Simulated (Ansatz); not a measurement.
A nudged elastic band was laid between two geometries of C2H8B2Si (13 atoms, charge 0, multiplicity 1).

Theory: RKS r2SCAN-D4/def2-SVP in Ansatz 0.2.0.

```
movable images  : 7
climbing image  : yes
spring          : 5.0 eV/Å²
optimiser       : quadratic models (default)
start path      : IDPP
force threshold : 0.05 eV/Å
iteration limit : 43
end points      : relaxed
```

Initial state:

```xyz
13
Properties=species:S:1:pos:R:3
Si -2.188 -0.122 0.664
B -0.538 1.042 0.800
B 0.686 0.412 0.017
C 1.440 0.090 -1.327
C 1.852 -0.640 -0.094
H -1.986 -1.368 -0.143
H -2.642 -0.542 2.030
H -3.306 0.648 0.026
H -0.620 2.064 1.436
H 2.087 0.882 -1.721
H 0.865 -0.439 -2.096
H 2.793 -0.367 0.397
H 1.578 -1.694 0.024
```

Final state:

```xyz
13
Properties=species:S:1:pos:R:3
Si -2.184 -0.126 0.675
B -0.536 1.041 0.804
B 0.687 0.413 0.016
C 1.855 -0.635 -0.103
C 1.430 0.091 -1.334
H -1.981 -1.375 -0.128
H -2.633 -0.542 2.044
H -3.307 0.636 0.037
H -0.620 2.065 1.436
H 1.587 -1.690 0.021
H 2.800 -0.357 0.379
H 0.850 -0.441 -2.097
H 2.072 0.884 -1.734
```

Which bonds break or form, and what moves?

No bond is made or broken.  The two ends are copies of one structure, up to a mirror image or an exchange of like atoms.

Give the energies along the band, and the barrier.

The run converged. The highest image is number 4 of 0 to 8, 1.04 eV above the ends, which have the same energy within 2 meV. A vibrational analysis at the climbing image gives 2 clearly imaginary modes (458i, 90i cm⁻¹): a point of higher order, so a lower path passes nearby.

```tsv
image	path coordinate (Å)	energy (eV)
0	0.00	0.00
1	1.21	0.03
2	2.41	0.16
3	3.61	0.52
4	4.82	1.04
5	5.97	0.55
6	7.12	0.19
7	8.27	0.04
8	9.42	0.00
```

What is the geometry of the highest image?


```xyz
13
Properties=species:S:1:pos:R:3:forces:R:3
Si -1.966 -0.336 1.626 0.02 0.00 0.00
B -0.800 0.868 0.504 -0.01 0.00 0.00
B 0.530 0.327 -0.468 0.00 0.00 0.01
C 1.683 0.612 -1.444 0.00 0.01 -0.01
C 1.416 -0.825 -0.968 0.00 -0.02 0.00
H -1.574 -1.779 1.653 0.00 0.00 0.01
H -2.015 0.163 3.041 0.00 0.00 0.00
H -3.372 -0.252 1.099 0.00 0.00 0.00
H -1.096 2.044 0.531 0.00 0.00 0.00
H 2.591 1.119 -1.089 0.00 0.00 0.00
H 1.461 0.863 -2.490 0.00 0.00 0.00
H 2.142 -1.289 -0.287 0.00 0.00 0.00
H 1.020 -1.549 -1.694 0.00 0.01 0.00
```

Run time: 6.1 min on 2 threads of Arm Neoverse V1, with other jobs on the host, peak memory 0.17 GiB.
